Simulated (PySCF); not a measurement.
**Two-component Hartree-Fock for Eu²⁹⁺ (europium, charge +29)**

Start: [Ar] 3d10 4s2 4p4; 4p1/2 filled at m_j = -1/2, +1/2; 4p3/2 filled at m_j = +1/2, +3/2. Calculated with PySCF 2.14 in an uncontracted even-tempered set (17 s from 2.6 bohr⁻², ratio 2.8; 13 p from 3.4 bohr⁻², ratio 2.8; 8 d from 6 bohr⁻², ratio 2.8; 4 f from 17 bohr⁻², ratio 3): generalised Hartree-Fock with the X2C-1e Hamiltonian and a Gaussian nucleus; one run each with spin-orbit coupling (SO) switched off, then screened by Boettger's factors.

```tsv
spinor shell	electrons	ε, spin-free (eV)	ε, screened SO (eV)	weight of nominal j (screened SO)	rms radius, screened SO (bohr)
1s1/2	2	-49807.5	-49797.5	1.000	0.0254
2s1/2	2	-9163.0	-9159.1	1.000	0.103
2p1/2	2	-8273.3	-8729.9	1.000	0.0881
2p3/2	4	-8273.3	-8074.9	1.000	0.0943
3s1/2	2	-2830.2	-2828.3	1.000	0.263
3p1/2	2	-2545.8	-2643.6	1.000	0.254
3p3/2	4	-2545.8	-2501.6	1.000	0.267
3d3/2	4	-2172.2	-2189.2	1.000	0.238
4s1/2	2	-1235.7	-1235.0	1.000	0.560
4p1/2	2	-1133.5	-1159.5	0.995	0.563
4p3/2	2	-1133.5	-1121.0	0.997	0.585
```

**Question.** Where does 3d5/2 lie, and what is the 3d spin-orbit splitting (screened SO)?

**Answer.** At -2158.4 eV, 30.801 eV above 3d3/2.

```tsv
quantity	spin-free	screened SO
E (hartree)	-10407.57164	-10415.06164
M_J	2	2
⟨J²⟩	6.002	6.005
⟨L²⟩	2.001	3.152
⟨S²⟩	2.000	1.473
```

Each row is a mean over spinors that exchange with the open shell spreads, by up to 14.477 eV (4s1/2).

Breit and QED terms are absent; they matter most for the inner s and p1/2 levels.

Densities and radii are taken from the X2C orbitals without a picture-change correction, which distorts them close to the nucleus.

Without spin-orbit coupling the j labels of p, d and f shells carry no meaning; the spin-free column gives the mean over the occupied spinors of each nl shell.
